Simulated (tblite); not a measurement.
Species: C3H12OSi3.
Atom-mapped SMILES: `[CH2:1]=[C:2]([CH3:3])[SiH2:4][SiH2:5][O:6][SiH3:7]` (hydrogens: H8, H9 on C1; H10, H11, H12 on C3; H13, H14 on Si4; H15, H16 on Si5; H17, H18, H19 on Si7)

Computed with GFN2-xTB (tblite), gas phase: nudged elastic band of 9 images (0 to 8), spring 0.2 eV/Å², climbing image at the end, force threshold 0.05 eV/Å. The top image wasn't refined or checked by frequencies; at this threshold it can lie a kcal/mol or more above the true saddle point of the method.

The band describes a rotation about Si4–Si5 (SiH2 silicon, oxygen-bound silicon), followed by the dihedral C2–Si4–Si5–O6, from the optimised start (178°) to a second optimised geometry at -70°.

**Question.** Give the energy profile along the converged band.

**Answer.** 
```tsv
image	dihedral (°)	E (kJ/mol)	Si4–Si5 (Å)	C2···O6 (Å)	largest true force (eV/Å)
0	178	0.00	2.301	4.80	0.01
1	-169	0.13	2.301	4.79	0.03
2	-156	1.06	2.301	4.76	0.03
3	-142	2.48	2.302	4.70	0.03
4	-128	3.82	2.303	4.61	0.03
5	-113	4.55	2.303	4.49	0.03
6	-98	4.48	2.303	4.33	0.03
7	-78	3.44	2.302	4.11	0.03
8	-70	1.52	2.302	4.06	0.01
```

Barriers of this band. The top is image 5 at -113°: 4.55 kJ/mol forward and 3.03 kJ/mol back; the end lies 1.52 kJ/mol above the start. The central bond is 0.002 Å longer at the top than at the start.

Other torsions move too; by image: Si4–Si5–O6–Si7 (-47, -41, -38, -37, -38, -40, -41, -40, 43°).

**Question.** What rate follows at 250 K for crossing this barrier forward?

**Answer.** Taking the electronic barrier for the free energy of activation (no zero-point or entropy terms, transmission 1), rate = (kT/h)·exp(−ΔE/kT) ≈ 6 × 10^11 s⁻¹, whose inverse is 2 × 10^-12 s. An error of 1 kcal/mol in the barrier changes this by a factor of 7, and the method and the loose band can each miss by that much or more. The barrier is only 2.2 kT, where transition-state theory is rough.

**Question.** How would the two end points share their population at 250 K, from these energies alone?

**Answer.** exp(−ΔE/kT) with ΔE = 0.016 eV gives 0.48 for the higher one (end) against 1 for the lower, without vibrational, rotational or degeneracy terms. GFN2-xTB can put conformers this close in the wrong order.

**Question.** How long is the path, and how are the images spaced?

**Answer.** Cartesian distances between aligned neighbours (all atoms, Å): 0.89, 0.92, 0.95, 0.97, 0.99, 1.08, 1.44, 2.04; the sum is 9.28 Å, and the top lies 51 % of the way along.

What follows is the cost of the whole band run. Rough CPU time on one thread of a shared machine: about 20 s.
